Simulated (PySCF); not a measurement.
Basis and Hamiltonian dependence of the excitation energy of Mn(2+)

Mn(2+) [Ar] 3d5 (6S) → Mn(2+) [Ar] 3d4 4p1 (high-spin determinant). All values are computed (PySCF 2.14, energy differences of UHF-based or UKS calculations, no spin-orbit coupling). Values in eV.

```json
{"basis": "aug-cc-pVDZ-DK", "Hamiltonian": "spin-free X2C", "functions": "59", "UHF": "13.128", "r2SCAN": "13.560", "PBE0": "13.562", "MP2 (valence)": "13.704", "CCSD(T) (valence)": "13.710", "CCSD(T) (valence and next inner shell)": "n/a"}
{"basis": "aug-cc-pVDZ", "Hamiltonian": "non-relativistic", "functions": "59", "UHF": "13.416", "r2SCAN": "13.852", "PBE0": "13.853", "MP2 (valence)": "13.992", "CCSD(T) (valence)": "14.002", "CCSD(T) (valence and next inner shell)": "n/a"}
{"basis": "ANO-RCC-VTZP", "Hamiltonian": "spin-free X2C", "functions": "59", "UHF": "13.101", "r2SCAN": "13.474", "PBE0": "13.456", "MP2 (valence)": "13.713", "CCSD(T) (valence)": "13.702", "CCSD(T) (valence and next inner shell)": "13.725"}
{"basis": "x2c-TZVPPall", "Hamiltonian": "spin-free X2C", "functions": "64", "UHF": "12.992", "r2SCAN": "13.385", "PBE0": "13.381", "MP2 (valence)": "13.581", "CCSD(T) (valence)": "13.573", "CCSD(T) (valence and next inner shell)": "13.626"}
{"basis": "def2-TZVPPD", "Hamiltonian": "non-relativistic", "functions": "67", "UHF": "13.262", "r2SCAN": "13.656", "PBE0": "13.641", "MP2 (valence)": "13.850", "CCSD(T) (valence)": "13.844", "CCSD(T) (valence and next inner shell)": "13.889"}
{"basis": "x2c-TZVPPall with one added diffuse shell each of s, p, d, f type", "Hamiltonian": "spin-free X2C", "functions": "80", "UHF": "12.990", "r2SCAN": "13.373", "PBE0": "13.375", "MP2 (valence)": "13.576", "CCSD(T) (valence)": "13.565", "CCSD(T) (valence and next inner shell)": "13.615"}
{"basis": "aug-cc-pVTZ-DK", "Hamiltonian": "spin-free X2C", "functions": "93", "UHF": "12.997", "r2SCAN": "13.397", "PBE0": "13.390", "MP2 (valence)": "13.584", "CCSD(T) (valence)": "13.570", "CCSD(T) (valence and next inner shell)": "n/a"}
{"basis": "def2-QZVPPD", "Hamiltonian": "non-relativistic", "functions": "100", "UHF": "13.278", "r2SCAN": "13.670", "PBE0": "13.680", "MP2 (valence)": "13.893", "CCSD(T) (valence)": "13.881", "CCSD(T) (valence and next inner shell)": "n/a"}
{"basis": "x2c-QZVPPall", "Hamiltonian": "spin-free X2C", "functions": "103", "UHF": "13.004", "r2SCAN": "13.408", "PBE0": "13.419", "MP2 (valence)": "13.619", "CCSD(T) (valence)": "n/a", "CCSD(T) (valence and next inner shell)": "n/a"}
{"basis": "aug-cc-pVTZ with one added diffuse shell each of s, p, d, f, g type", "Hamiltonian": "non-relativistic", "functions": "118", "UHF": "13.269", "r2SCAN": "13.657", "PBE0": "13.650", "MP2 (valence)": "13.858", "CCSD(T) (valence)": "n/a", "CCSD(T) (valence and next inner shell)": "n/a"}
{"basis": "aug-cc-pwCVTZ-DK", "Hamiltonian": "spin-free X2C", "functions": "127", "UHF": "12.990", "r2SCAN": "13.394", "PBE0": "13.394", "MP2 (valence)": "13.607", "CCSD(T) (valence)": "n/a", "CCSD(T) (valence and next inner shell)": "n/a"}
{"basis": "x2c-QZVPPall with one added diffuse shell each of s, p, d, f, g type", "Hamiltonian": "spin-free X2C", "functions": "128", "UHF": "13.004", "r2SCAN": "13.406", "PBE0": "13.418", "MP2 (valence)": "13.618", "CCSD(T) (valence)": "n/a", "CCSD(T) (valence and next inner shell)": "n/a"}
{"basis": "aug-cc-pVQZ", "Hamiltonian": "non-relativistic", "functions": "140", "UHF": "13.263", "r2SCAN": "13.642", "PBE0": "13.651", "MP2 (valence)": "13.886", "CCSD(T) (valence)": "n/a", "CCSD(T) (valence and next inner shell)": "n/a"}
{"basis": "aug-cc-pwCVTZ-DK with one added diffuse shell each of s, p, d, f, g type", "Hamiltonian": "spin-free X2C", "functions": "152", "UHF": "12.990", "r2SCAN": "13.392", "PBE0": "13.393", "MP2 (valence)": "13.606", "CCSD(T) (valence)": "n/a", "CCSD(T) (valence and next inner shell)": "n/a"}
```

Frozen in the all-electron rows: valence: [Ar]; valence and next inner shell: [Ne].

One determinant mixes LS terms of the configuration, so the numbers do not refer to single terms. Non-relativistic rows lack the scalar-relativistic shift.
